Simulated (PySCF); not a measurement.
Stretching Cu₂⁺

Set-up: PySCF, no relativity, basis sets Cu def2-TZVPPD. Energies in eV from Cu⁺ (3d10) + Cu (3d10 4s1) in their ground configurations at the same level. State: doublet, unpaired electrons σ ↑.

All columns are r²SCAN.

```
R (Å)  E (eV)  HOMO (eV)  LUMO (eV)  Mayer bond order  ⟨S²⟩
2.115  -1.933     -11.73     -10.97              0.84  0.76
2.213  -2.094     -11.70     -10.84              0.82  0.76
2.312  -2.160     -11.67     -10.72              0.79  0.76
2.385  -2.167     -11.64     -10.62              0.77  0.76
2.459  -2.148     -11.61     -10.53              0.75  0.76
2.533  -2.112     -11.57     -10.44              0.73  0.76
2.631  -2.045     -11.52     -10.32              0.70  0.76
2.754  -1.947     -11.38     -10.17              0.67  0.77
2.902  -1.821     -11.22      -9.99              0.63  0.77
3.098  -1.658     -11.02      -9.78              0.60  0.77
```

The state is the lowest single determinant that the PBE0 search found; with open d or f shells the true ground state can be another one.
